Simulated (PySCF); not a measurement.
## Sn2⁻: script and output

The script input.py:

```python
from pyscf import gto, scf, mp

mol = gto.M(
    atom='Sn 0 0 0; Sn 0 0 2.8',
    basis='lanl2dz',
    ecp={'Sn': 'lanl2dz'},
    charge=-1,
    spin=1,
    verbose=3,
)
mf = scf.UHF(mol)
mf.kernel()
mp.MP2(mf).kernel()
mf.dip_moment()
print('orbital energies (hartree):', [e[max(0, n-3):n+3].round(4) for e, n in zip(mf.mo_energy, mol.nelec)])
```

```bash
$ python input.py
```

The log (some set-up lines and the per-cycle HOMO/LUMO lines with their warnings removed):

```
converged SCF energy = -6.50221368870473  <S^2> = 0.75067385  2S+1 = 2.0006737
E(UMP2) = -6.57254734442499  E_corr = -0.0703336557202646
E(SCS-UMP2) = -6.57298159199966  E_corr = -0.0707679032949344

WARN: System has nonzero charge -1; the dipole moment is origin-dependent.
Location of origin: [0. 0. 0.]

Dipole moment(X, Y, Z, Debye):  0.00000,  0.00000, -6.72449
orbital energies (hartree): [array([-0.0658, -0.0643, -0.0439,  0.1676,  0.1855,  0.2673]), array([-0.2443, -0.0572, -0.033 ,  0.161 ,  0.1929,  0.2284])]
```

In short: E(SCF) = -6.502214 Eh, E(MP2) − E(SCF) = -0.07033 Eh, ⟨S²⟩ = 0.751.

Wall time 0.65 s on one thread of a shared host.

At this level a UHF run with spin=5 ends 0.27 eV lower; the true order of the states can differ. The basis has no diffuse functions, which an anion needs. The bond length is a typed value, not an optimised one. The dipole of an ion depends on the origin. No search for the lowest solution was made.
